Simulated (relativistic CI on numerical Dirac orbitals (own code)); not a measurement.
## Radial parameters of Ir⁶⁷⁺

These numbers are calculated, not measured: Dirac-Coulomb-Breit CI, orbitals from a KLI potential per configuration, a model potential for QED, unscaled Slater integrals (own radial code, finite nucleus).

Slater integrals F^k, G^k are unscaled and averaged over j, outside the closed core 1s2; ζ comes from projecting the Hamiltonian with its Breit term on Σ l·s of the shell.

- 2s²2p⁵3s: ζ(2p) = 8.9564e+06, G^1(2p,3s) = 158080 cm⁻¹; <r>(2p) = 0.06409, <r^2>(2p) = 0.005027, <r>(3s) = 0.1715, <r^2>(3s) = 0.03368 (bohr units).
- 2s²2p⁵3p: ζ(2p) = 8.9549e+06, F^2(2p,3p) = 413000, G^0(2p,3p) = 166990, G^2(2p,3p) = 181130, ζ(3p) = 2.4813e+06 cm⁻¹; <r>(2p) = 0.06411, <r^2>(2p) = 0.005032, <r>(3p) = 0.1679, <r^2>(3p) = 0.03273 (bohr units).
- 2s²2p⁵3d: ζ(2p) = 8.9618e+06, F^2(2p,3d) = 533120, G^1(2p,3d) = 502630, G^3(2p,3d) = 290600, ζ(3d) = 346120 cm⁻¹; <r>(2p) = 0.06411, <r^2>(2p) = 0.005032, <r>(3d) = 0.148, <r^2>(3d) = 0.0252 (bohr units).

Averages of the first 10 configurations, taken without configuration mixing, which lowers the lowest level and can move excited configurations by several eV; other configurations of the list can lie among them:

| Configuration | Parity | States | Average energy above the lowest level (eV) |
| --- | --- | --- | --- |
| 2s²2p⁶ | even | 1 | 0.5 |
| 2s²2p⁵3s | odd | 12 | 9566.4 |
| 2s²2p⁵3p | even | 36 | 10033.3 |
| 2s²2p⁵3d | odd | 60 | 10427.0 |
| 2s2p⁶3s | even | 4 | 11200.4 |
| 2s2p⁶3p | odd | 12 | 11661.1 |
| 2s2p⁶3d | even | 20 | 12054.7 |
| 2s²2p⁵4s | odd | 12 | 13223.8 |
| 2s²2p⁵4p | even | 36 | 13415.8 |
| 2s²2p⁵4d | odd | 60 | 13573.5 |
